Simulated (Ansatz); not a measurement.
Basis-set series for `Cl[SiH]1CS1`. Total charge 0; spin multiplicity 1. All single points use the PBE0-D4/def2-TZVP geometry.

Cartesian coordinates in Å:
```
Cl -0.224 -0.206 -2.503
Si -0.583 0.266 -0.555
C 0.671 -0.138 0.710
S -0.858 -1.223 0.853
H -1.385 1.499 -0.502
H 1.556 -0.699 0.422
H 0.823 0.501 1.575
```

| functional | basis | functions | energy (Eh) | HOMO (eV) | LUMO (eV) |
| --- | --- | --- | --- | --- | --- |
| PBE0-D4 | def2-SVP | 83 | -1186.99961 | -7.24 | -0.03 |
| PBE0-D4 | def2-QZVPP | 357 | -1187.48612 | -7.34 | -0.46 |
| ωB97M-V | def2-SVP | 83 | -1187.36954 | -9.37 | 2.02 |
| ωB97M-V | def2-QZVPP | 357 | -1187.85315 | -9.51 | 1.22 |

Give the rows for def2-TZVPP. (An estimate is asked.)

Ansatz gave: 
```csv
functional,basis,functions,energy (Eh),HOMO (eV),LUMO (eV)
PBE0-D4,def2-TZVPP,199,-1187.44857,-7.31,-0.34
ωB97M-V,def2-TZVPP,199,-1187.81765,-9.47,1.56
```

Positive LUMOs are unbound and depend on the basis.
